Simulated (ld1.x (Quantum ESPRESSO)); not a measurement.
# Before and after: RRKJ potential for silicon

```
Element                 : Si (Z = 14)
Generator               : ld1.x (Quantum ESPRESSO) 7.5
Type                    : norm-conserving RRKJ (Kleinman–Bylander form)
Functional              : PBE
Relativity              : scalar-relativistic
Frozen core             : [Ne]
Valence charge          : 4
Reference configuration : 3s1 3p3
Partial waves           : 3p (bound): rc 2.15 bohr; 3s (bound): rc 1.80 bohr
Local potential         : the s channel
Core correction         : Bessel-smoothed model core, default radius (core density twice the valence density)
rho0                    : 0.001
```

Change: wave 3p (bound): rc 2.15 bohr becomes 3p (bound): rc 2.06 bohr.

Cutoffs: the cutoffs (Ry, on a coarse ladder) from which the occupation-weighted sum of valence levels, in a spherical-Bessel basis at the reference potential, stays within 10 and 1 mRy of its value at 400 Ry; they do not see the model core or the augmentation charge, which bear on the density cutoff. Errors are all-electron minus pseudo energies relative to the spin-unpolarised reference configuration.

Q: What does the change do?

A: The potential gets harder (18 Ry and 35 Ry → 21 Ry and 35 Ry); of the 7 tests that both files solve, the error grows in 0 and shrinks in 1 by more than 15 % and 0.3 meV (median size 5.6 → 5.5 meV); neither file shows a bound ghost. A smaller radius makes the pseudo-wave follow the all-electron one further in, where it bends more sharply, so more plane waves are needed.

| quantity | base | changed |
| --- | --- | --- |
| cutoff, loose | 18 Ry | 21 Ry |
| cutoff, tight | 35 Ry | 35 Ry |
| bound ghosts | none | none |
| error for 3s2 3p2, meV [ΔE -6.81 eV] | -5.2 | -4.7 |
| error for 3s2 3p1, meV [ΔE 0.93 eV] | -5.6 | -5.5 |
| error for 3s2 3p0, meV [ΔE 16.92 eV] | +15 | +12 |
| error for 3s1 3p0, meV [ΔE 50.89 eV] | +88 | +82 |
| error for 3s1 3p2, meV [ΔE 8.36 eV] | +3.3 | +3.2 |
| error for 3s2 3p2.3, meV [ΔE -7.74 eV] | -4.1 | -3.6 |
| error for 3s0 3p4, meV [ΔE 6.96 eV] | -6.3 | -5.7 |
